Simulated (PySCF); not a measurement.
# Al2H5O5F

Al2H5O5F is a molecule, neutral, singlet. The structure, one conformer, was relaxed in the gas phase by PBE0-D3(BJ)/def2-SVP. No frequency run checks that it is a minimum.

SMILES: [OH][Al-]1([OH])[OH+][Al-]([OH])([F])[OH+]1

```xyz
13

O    -0.137    2.434   -1.024
Al   -0.529    1.047   -0.116
O    -1.943    1.100    0.839
O    -0.405   -0.574   -0.999
Al    0.956   -1.356   -0.043
O     0.555   -2.727    0.874
F     2.339   -1.481   -0.963
O     0.875    0.270    0.806
H     0.607    2.532   -1.617
H    -2.490    1.885    0.879
H    -0.999   -0.953   -1.649
H    -0.191   -2.802    1.468
H     1.372    0.607    1.553
```
Atoms count from 1 in this order.

Shieldings: GIAO PBE0/pcSseg-1. Shifts are against computed references at the same level: H TMS (σ 31.27 ppm). Core levels by delta-SCF with SCAN, pcX-2 on the ionised atom and pcseg-1 elsewhere, spin-free X2C (2p3/2 is the spin-free 2p value less a third of a first-order spin-orbit splitting); from the vacuum level, for chosen atoms.

Question: Give the NMR and core-level values of the distinct atoms.

Answer: 
```tsv
atoms	bonded to	σ (ppm)	δ (ppm)	core level (eV)
O1	1 Al + 1 H	327.1	-	1s 537.93
Al2	4 O	501.9	-	-
O3	1 Al + 1 H	331.7	-	-
O4 O8	2 Al + 1 H	305.0	-	1s 540.08
Al5	1 F + 3 O	511.3	-	2p3/2 81.46
O6	1 Al + 1 H	333.2	-	1s 538.01
F7	1 Al	385.0	-	1s 691.35
H9	1 O	30.34	0.93	-
H10	1 O	30.49	0.78	-
H11	1 O	29.46	1.81	-
H12	1 O	30.44	0.83	-
H13	1 O	29.46	1.81	-
```

Values are those of this one static structure; atoms that internal rotation interchanges would show their mean in an NMR spectrum.

Question: Which of O1, O4, O6 holds its core electrons tightest, and by how much against the loosest?

Answer: O4 (bonded to 2 Al + 1 H), by 2.16 eV over O1 (bonded to 1 Al + 1 H).

Question: By CAM-B3LYP/def2-SVPD (TDDFT singlets, Tamm-Dancoff triplets), where does absorption start?

Answer: The first singlet with intensity lies at 7.33 eV (f 0.007); what lies below it is dark. The lowest singlet lies at 7.07 eV (f 0.001), the strongest of the first 6 at 7.55 eV (f 0.159), the lowest triplet at 6.81 eV.
